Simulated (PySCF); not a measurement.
Predicted spectroscopic data

PySCF 2.14 calculation with GIAO PBE0/pcSseg-1 shieldings and GFN2-xTB geometry; rapidly exchanging positions averaged, no relativistic terms, one conformer, gas phase.

Scale: 1H (31.72 ppm), 13C (186.93 ppm) vs TMS (reference shieldings calculated alike). Splittings of carbon signals by F and P are missing where no couplings were computed. Where no couplings were computed, multiplicities follow the n + 1 count of equivalent neighbours, and m marks all less simple cases (inequivalent or close neighbours, rings, F or P nearby). Shifts are as computed. Against solution values, carbons near 30 ppm lie about +3 ppm off and those near 130 ppm about +5 ppm. Of 1309 compounds with measured shifts, 239 miss one by over three times the rms of a fit or turn the order of signals round; such compounds aren't used in these exercises. OH and NH positions are gas-phase values without hydrogen bonding to other molecules.

**1.** `COC(=O)O[SiH2][C@@H](C)F`, C4H9FO3Si. 1H NMR (500 MHz, computed): δ 5.13 (m, 1H), 5.09 (m, 1H), 4.77 (m, 1H), 4.23 (s, 3H), 1.64 (m, 3H). 13C{1H} NMR (computed): δ 160.6 (C), 86.2 (CH), 55.8 (CH3), 20.9 (CH3).

**2.** `CC(=C)CC(=O)C(=C)[SiH2]N`, C7H13NOSi. 1H NMR (500 MHz, computed): δ 6.22 (br s, 1H), 5.95 (br s, 1H), 5.30 (br s, 1H), 5.16 (s, 2H), 5.06 (br s, 1H), 3.38 (s, 2H), 2.05 (s, 3H), 0.38 (br s, 2H). 13C{1H} NMR (computed): δ 216.8 (C), 161.0 (C), 150.0 (C), 134.0 (CH2), 120.1 (CH2), 56.3 (CH2), 26.9 (CH3).
